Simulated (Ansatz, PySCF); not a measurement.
Species: boronic acid, sum formula H3BO2, charge 0, multiplicity 1. 
Structure (B3LYP-D3(BJ)/def2-TZVP (Ansatz, a program for electronic structure) minimum search):
```xyz
6

B     -0.0618     0.4717    -0.0887
O      1.1892     0.1032     0.2852
O     -1.0389    -0.4792    -0.1889
H     -0.2682     1.6242    -0.3195
H      1.2676    -0.8443     0.4518
H     -1.8927    -0.1309    -0.4590
```

Wanted: atomisation energy (electronic, to ground-state atoms), in kJ/mol. Valence correlation only, unless marked. Open shells are spin-unrestricted. No spin-orbit coupling. Non-relativistic. The coupled-cluster limit lacks core correlation, which all-electron functionals hold. CBS(X,Y): correlation extrapolated as X^-3; Hartree-Fock from the larger set. [CCSD(T)-MP2]/basis is that difference in the basis named.

```json
[
 {"level": "HF/STO-3G", "program": "Ansatz", "atomisation energy (kJ/mol)": "1923.7", "rough core time": "-"},
 {"level": "BP86-D3(BJ)/def2-TZVPD", "program": "PySCF + dftd3", "atomisation energy (kJ/mol)": "2518.5", "rough core time": "-"},
 {"level": "BP86/def2-TZVPD", "program": "PySCF", "atomisation energy (kJ/mol)": "2510.1", "rough core time": "-"},
 {"level": "M06-L/def2-TZVPD", "program": "PySCF", "atomisation energy (kJ/mol)": "2406.7", "rough core time": "-"},
 {"level": "B3LYP-D4/def2-TZVPD", "program": "Ansatz + dftd4", "atomisation energy (kJ/mol)": "2444.6", "rough core time": "under 20 s"},
 {"level": "PBE0/STO-3G", "program": "Ansatz", "atomisation energy (kJ/mol)": "2646.4", "rough core time": "under 20 s"},
 {"level": "BHLYP-D4/def2-TZVPD", "program": "Ansatz + dftd4", "atomisation energy (kJ/mol)": "2353.5", "rough core time": "under 20 s"},
 {"level": "r2SCAN0-D4/def2-TZVPD", "program": "Ansatz + dftd4", "atomisation energy (kJ/mol)": "2401.9", "rough core time": "under 20 s"},
 {"level": "MN15/def2-TZVPD", "program": "PySCF", "atomisation energy (kJ/mol)": "2481.3", "rough core time": "-"},
 {"level": "LC-wPBE-D4/def2-TZVPD", "program": "Ansatz + dftd4", "atomisation energy (kJ/mol)": "2445.9", "rough core time": "under 20 s"},
 {"level": "B2PLYP/def2-TZVPD", "program": "Ansatz", "atomisation energy (kJ/mol)": "2426.8", "rough core time": "under 20 s"},
 {"level": "PBE-QIDH/def2-TZVPD", "program": "Ansatz", "atomisation energy (kJ/mol)": "2413.9", "rough core time": "under 20 s"},
 {"level": "RI-MP2/aug-cc-pVQZ", "program": "Ansatz", "atomisation energy (kJ/mol)": "2507.5", "rough core time": "under 20 s"},
 {"level": "RI-MP2/cc-pVTZ", "program": "Ansatz", "atomisation energy (kJ/mol)": "2461.8", "rough core time": "under 20 s"},
 {"level": "RI-MP2/cc-pVQZ", "program": "Ansatz", "atomisation energy (kJ/mol)": "2502.1", "rough core time": "under 20 s"},
 {"level": "CCSD/aug-cc-pVDZ", "program": "Ansatz", "atomisation energy (kJ/mol)": "2258.0", "rough core time": "-"},
 {"level": "CCSD/CBS(cc-pVTZ,cc-pVQZ)", "program": "Ansatz", "atomisation energy (kJ/mol)": "2412.6", "rough core time": "-"},
 {"level": "CCSD(T)/6-31G*", "program": "Ansatz", "atomisation energy (kJ/mol)": "2221.1", "rough core time": "under 20 s"},
 {"level": "CCSD(T)/cc-pVQZ", "program": "Ansatz", "atomisation energy (kJ/mol)": "2428.7", "rough core time": "60 s"},
 {"level": "RI-MP2/CBS(cc-pVTZ,cc-pVQZ)+[CCSD(T)-MP2]/cc-pVDZ", "program": "Ansatz", "atomisation energy (kJ/mol)": "2463.7", "rough core time": "under 20 s"},
 {"level": "CCSD(T)/CBS(cc-pVTZ,cc-pVQZ)", "program": "Ansatz", "atomisation energy (kJ/mol)": "2452.9", "rough core time": "70 s"}
]
```

Core times are rough, on shared machines, summed over the molecules involved; a dash marks a level read off another run, or run on other hardware, by another program or under a memory cap.
